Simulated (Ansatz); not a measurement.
All values below come from frozen-core CCSD(T)/cc-pVDZ // PBE0-D4/def2-SVP run with Ansatz (a first-principles code).

Ansatz 0.2 input:
```yaml
crystal:
  periodic: [false, false, false]
  atoms:
    - { symbol: B, position_ang: [-0.383584, 2.271018, 0.102897] }
    - { symbol: C, position_ang: [-0.165245, 0.742649, -0.012029] }
    - { symbol: C, position_ang: [-1.288038, 0.354675, -1.041205] }
    - { symbol: C, position_ang: [-1.474853, -1.168217, -0.798237] }
    - { symbol: C, position_ang: [-0.418484, -1.4948, 0.260621] }
    - { symbol: C, position_ang: [0.971959, -1.37844, -0.381049] }
    - { symbol: C, position_ang: [1.152246, 0.14123, -0.570966] }
    - { symbol: C, position_ang: [2.319922, 0.712536, 0.193209] }
    - { symbol: O, position_ang: [3.050587, 0.097944, 0.922601] }
    - { symbol: C, position_ang: [-0.472833, -0.236276, 1.133137] }
    - { symbol: H, position_ang: [-1.181894, 2.710307, 0.899484] }
    - { symbol: H, position_ang: [0.138079, 3.033988, -0.681024] }
    - { symbol: H, position_ang: [-2.226116, 0.90125, -0.845552] }
    - { symbol: H, position_ang: [-0.982517, 0.595543, -2.069612] }
    - { symbol: H, position_ang: [-1.338457, -1.752334, -1.7212] }
    - { symbol: H, position_ang: [-2.486677, -1.381316, -0.421278] }
    - { symbol: H, position_ang: [-0.586975, -2.451097, 0.776566] }
    - { symbol: H, position_ang: [1.043409, -1.936701, -1.326234] }
    - { symbol: H, position_ang: [1.757285, -1.753002, 0.292687] }
    - { symbol: H, position_ang: [1.285691, 0.45214, -1.621915] }
    - { symbol: H, position_ang: [2.45372, 1.819157, 0.054285] }
    - { symbol: H, position_ang: [-1.458684, -0.059049, 1.590626] }
    - { symbol: H, position_ang: [0.29145, -0.221209, 1.926147] }
basis:
  gaussian: { orbitals: cc-pVDZ }
correlation:
  method: ccsd_t
```

Output:

```
Functional definition: HF
1870 factors; integrals over basis functions are off by at most 1.1e-3 eV
mean field evaluation 1: about -11151.3513 eV, gradient 4.7e1 eV
mean field evaluation 2: about -11151.7957 eV, gradient 4.7e1 eV
mean field evaluation 4: about -11157.9838 eV, gradient 7.3e0 eV
mean field evaluation 8: about -11158.1518 eV, gradient 5.8e-1 eV
mean field evaluation 16: about -11158.1541 eV, gradient 1.3e-6 eV
mean field -11158.15410710 eV, -410.0546001674 hartree, gradient 1.3e-6 eV, S^2 0.000000; 0 other end points of the search recorded, 0 dependent functions left out
10 core orbitals not correlated
reference -11158.15410710 eV, -410.0546001674 hartree; 27, 27 occupied and 168, 168 virtual orbitals, 1870 factors
second order -37.32918942 eV of doubles, -0.00000000 eV of singles
cycle   1  -38.42590301 eV  change    -1.1e0 eV  update   1.5e-1
cycle   2  -39.47693321 eV  change    -1.1e0 eV  update   4.2e-2
cycle   3  -39.72654022 eV  change   -2.5e-1 eV  update   2.2e-2
cycle   4  -39.72115261 eV  change    5.4e-3 eV  update   5.6e-3
cycle   5  -39.72156531 eV  change   -4.1e-4 eV  update   2.8e-3
cycle   6  -39.72263215 eV  change   -1.1e-3 eV  update   9.2e-4
cycle   7  -39.72203710 eV  change    6.0e-4 eV  update   4.7e-4
cycle   8  -39.72173301 eV  change    3.0e-4 eV  update   1.7e-4
cycle   9  -39.72175277 eV  change   -2.0e-5 eV  update   8.7e-5
cycle  10  -39.72178583 eV  change   -3.3e-5 eV  update   3.7e-5
perturbative correction -1.42808493 eV, -0.0524811531 hartree
Total energy: -11199.30397786 eV, -411.5668300254 hartree
```

Cost: very roughly 14 core-minutes.
